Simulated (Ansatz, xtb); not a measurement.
Relaxing a trial structure of N2Se

The starting geometry of this gas-phase singlet has its atoms placed at random.

| atom | x (Å) | y (Å) | z (Å) |
| --- | --- | --- | --- |
| N | -0.1421 | 0.8233 | 0.5932 |
| N | -1.0130 | -0.7735 | -0.4760 |
| Se | 0.2033 | -0.7128 | 1.2366 |

Q: One run relaxed it with r2SCAN-D4/def2-SVP. What is a likely outcome?

A: It ends as a structure given below by its coordinates. Distances that change by over a tenth: N2–Se3 (2.10 → 1.71 Å).

The energy falls by 1.22 eV over 5 steps:

```
step  E − E(last) (eV)
   1             1.218
   2             0.091
   3             0.000
   4             0.000
   5             0.000
```

Final geometry (Å):

| atom | x (Å) | y (Å) | z (Å) |
| --- | --- | --- | --- |
| N | -0.1480 | 0.8648 | 0.5806 |
| N | -0.8972 | -0.7727 | -0.3124 |
| Se | 0.0934 | -0.7551 | 1.0857 |

From the same start GFN2-xTB ends elsewhere, at `N1=N[Se]1`.

From so rough a start the end depends on the optimiser's path, so another program may land elsewhere. No frequencies were run, so the end isn't proven a minimum. Run with Ansatz 0.2.0, 8.1 s on 1 thread of Arm Neoverse V2, on a shared host.
